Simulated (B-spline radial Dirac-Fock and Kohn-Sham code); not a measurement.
How the levels of rhenium move as electrons are removed

Model: relaxed Dirac-Fock hole states (ΔSCF) with Breit and QED corrections and a finite nucleus. Program: an atomic code on a B-spline grid. Each ion is free and in its tabulated ground configuration. Correlation and solid-state effects are left out.

Reference: Re, [Xe] 4f14 5d5 6s2, with 3p1/2 2695.0 eV, 3d5/2 1893.5 eV, 4s 641.4 eV, 4d5/2 273.1 eV, 4f5/2 51.02 eV, Kα1 (K-L3) 61136.6 eV, Kβ1 (K-M3) 69300.1 eV, Lα1 (L3-M5) 8652.0 eV. Shifts from it, in eV (a dash: the subshell is empty, belongs to an open shell averaged over j, or its hole state is left out as unreliable):

```tsv
ion	configuration	3p1/2	3d5/2	4s	4d5/2	4f5/2	Kα1	Kβ1	Lα1
Re⁺	[Xe] 4f14 5d5 6s1	?	?	?	?	?	?	?	?
Re²⁺	[Xe] 4f14 5d5	+17.9	+17.9	+17.8	+17.9	+17.9	+0.14	+0.18	+0.02
Re³⁺	[Xe] 4f14 5d4	+32.4	+32.4	+32.2	+32.3	+32.2	+0.07	+0.21	+0.13
Re⁴⁺	[Xe] 4f14 5d3	+48.2	+48.2	+47.9	+47.9	+47.8	0.00	+0.29	+0.28
Re⁵⁺	[Xe] 4f14 5d2	+65.2	+65.2	+64.8	+64.7	+64.5	-0.08	+0.43	+0.48
Re⁶⁺	[Xe] 4f14 5d1	+83.3	+83.3	+82.6	+82.4	+82.2	-0.14	+0.64	+0.73
```

Q: Give the missing shifts for Re⁺.

A: 3p1/2 +8.4, 3d5/2 +8.4, 4s +8.3, 4d5/2 +8.4, 4f5/2 +8.4, Kα1 +0.04, Kβ1 +0.05, Lα1 +0.01 (eV).

Over this range M2 (3p1/2) moves by +83.3 eV and Kα1 by -0.1 eV: a line is a difference of two levels that shift in the same direction.

Values without a named source are computed, but for edge energies of neutral atoms, which are taken from tables.
